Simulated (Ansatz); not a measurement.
```yaml
crystal:
  periodic: [false, false, false]
  atoms:
    - {symbol: C, position_ang: [-0.017773, 0.784036, -1.235738]}
    - {symbol: C, position_ang: [0.062144, -0.336643, -0.217212]}
    - {symbol: C, position_ang: [0.596681, 0.130225, 1.119478]}
    - {symbol: Te, position_ang: [-1.924626, -1.192401, -0.030685]}
    - {symbol: D, position_ang: [-0.376942, 0.434085, -2.205958]}
    - {symbol: H, position_ang: [-0.680377, 1.584139, -0.893740]}
    - {symbol: H, position_ang: [0.975136, 1.220673, -1.384495]}
    - {symbol: H, position_ang: [0.676399, -1.148480, -0.609861]}
    - {symbol: H, position_ang: [-0.039755, 0.908696, 1.546936]}
    - {symbol: H, position_ang: [0.661313, -0.685177, 1.841841]}
    - {symbol: H, position_ang: [1.603128, 0.546736, 0.991854]}
    - {symbol: H, position_ang: [-1.458328, -2.300890, 1.111578]}
basis:
  gaussian: {orbitals: def2-mTZVPP, final_grid: {core_spheres: 8, valence_spheres: 7, degree: 23}}
hamiltonian: {xc: {name: r2SCAN50}}
scf: {lower_state_search: off}
output: {forces: true}
```

```sh
$ ansatz run in.yaml --threads 4 --pin off --events-out ev --progress --plain --max-ram 10444MiB
```

Output, abridged:

```
Error: YAML parse error: error: line 8 column 16: `D` is not an element symbol (H … Og, case-exact)
 6 |     - {symbol: C, position_ang: [0.596681, 0.130225, 1.119478]}
 7 |     - {symbol: Te, position_ang: [-1.924626, -1.192401, -0.030685]}
 8 |     - {symbol: D, position_ang: [-0.376942, 0.434085, -2.205958]}
 9 |     - {symbol: H, position_ang: [-0.680377, 1.584139, -0.893740]}
10 |     - {symbol: H, position_ang: [0.975136, 1.220673, -1.384495]}
```

(1) What is wrong with this run?

Results:

(1) An element symbol is wrong. The input was rejected before any iteration.
